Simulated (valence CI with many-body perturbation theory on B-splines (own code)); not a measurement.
Values are calculated unless marked as measured or tabulated.
**Run record, I39+**

The program does CI of the valence electrons with many-body perturbation theory for a frozen closed Dirac-Fock core.

Command, and the settings that its task file holds:

```sh
python run_cv.py task.json out
```

```
atom I  Z=53  mass_number=127  rms_radius_fm=4.7500
core [Ne]
valence 3s2 3p2
avg = 1
basis = S
breit = 1
cap = 10000
capref = 1200
cscale = 1
de = 0.0
dress = 0
eps = 2e-08
extrap = 1
h = 0.27
hh = 1
l2 = 3
lcore = 6
maxit = 60
n2 = 5
natural = 1
nlev = 21
nno = [3, 3, 3, 2, 1]
nroot = 26
ns = 3
nsp = [3, 3, 2, 1, 0]
pt2 = 1
qed = 1
rpa = 1
s1 = 1
s2 = 1
s3 = 1
screen = 1
tol = 2e-05
whole = 1
```

Log. The first blocks belong to the next ion, which gives the ionisation energy. Fields: 2J, parity (1 odd), roots, reference size, generating configurations, candidates as configurations/state functions, variational space P, stored matrix elements, Davidson steps; e2 is the range of second-order energies in hartree. The first line gives the box (bohr), its intervals, the orbitals and the steps of their self-consistent field. Window is the range of levels sought, series limit the energy at which the first omitted orbital would enter, core excitation an estimate of the first excitation out of the core, left out the lowest levels not solved, and shifts from estimates the range by which levels moved from their first estimate, all in cm⁻¹.

```
rmax 2.1 intervals 56 orbitals 36 references ['3s2 3p2', '3s 3p3', '3s2 3p 3d', '3p4', '3s 3p2 3d'] scf 4 t 0.8
2J=1 par=1 roots 2 ref 37 generators 7 cand 673/950 P 703/987 nnz 0 it 0
2J=1 par=1 roots 2 ref 37 generators 8 cand 379/631 P 1082/1618 nnz 0 it 5
   second order: generators 13 cand 911/1331 e2 -0.00000 -0.00000
reference levels 484, estimated 62, window 2454518 1/cm; series limit 15573083, core excitation 32557250
2J=0 par=0 roots 3 ref 24 generators 11 cand 501/954 P 2193/3468 nnz 1e+06 it 3
2J=0 par=0 roots 3 ref 24 generators 14 cand 442/865 P 2635/4333 nnz 1.5e+06 it 4
   second order: generators 19 cand 2307/4732 e2 -0.00001 -0.00000
2J=2 par=0 roots 3 ref 41 generators 9 cand 349/1008 P 1163/3534 nnz 1.5e+06 it 4
2J=2 par=0 roots 3 ref 41 generators 13 cand 1540/6458 P 2703/9992 nnz 9.3e+06 it 7
   second order: generators 17 cand 2161/10457 e2 -0.00002 -0.00001
2J=4 par=0 roots 4 ref 62 generators 12 cand 330/1009 P 1090/3542 nnz 1.6e+06 it 4
2J=4 par=0 roots 4 ref 62 generators 22 cand 1320/6374 P 2410/9916 nnz 9.4e+06 it 8
   second order: generators 29 cand 3645/24759 e2 -0.00025 -0.00003
2J=4 par=1 roots 8 ref 65 generators 19 cand 238/1006 P 1062/3558 nnz 1.5e+06 it 8
2J=4 par=1 roots 8 ref 65 generators 21 cand 1331/6424 P 2393/9982 nnz 9.4e+06 it 9
   second order: generators 32 cand 3116/19509 e2 -0.00012 -0.00004
2J=2 par=1 roots 6 ref 53 generators 17 cand 282/1002 P 1237/3537 nnz 1.4e+06 it 4
2J=2 par=1 roots 6 ref 53 generators 19 cand 1607/6440 P 2844/9977 nnz 8.5e+06 it 6
   second order: generators 31 cand 3645/18924 e2 -0.00003 -0.00001
2J=6 par=1 roots 4 ref 57 generators 13 cand 212/1018 P 1049/3567 nnz 1.6e+06 it 5
2J=6 par=1 roots 4 ref 57 generators 18 cand 1309/6419 P 2358/9986 nnz 9.6e+06 it 8
   second order: generators 27 cand 3306/24557 e2 -0.00010 -0.00004
2J=0 par=1 roots 2 ref 20 generators 8 cand 446/764 P 2103/3265 nnz 9.5e+05 it 4
2J=0 par=1 roots 2 ref 20 generators 11 cand 452/822 P 2555/4087 nnz 1.4e+06 it 5
   second order: generators 15 cand 1729/3465 e2 -0.00001 -0.00001
2J=8 par=1 roots 1 ref 38 generators 5 cand 363/1569 P 1352/5194 nnz 3.2e+06 it 4
2J=8 par=1 roots 1 ref 38 generators 8 cand 653/2675 P 2005/7869 nnz 6.4e+06 it 5
   second order: generators 12 cand 2544/17435 e2 -0.00004 -0.00004
left out: unestimated 3563361, estimated 2705771, shifts from estimates -7 to 39
```

(1) What became of the run, and why?

Answers

(1) It gave no result: the setting left no core shell for the response of the core. The program said: "need at least one array to concatenate".
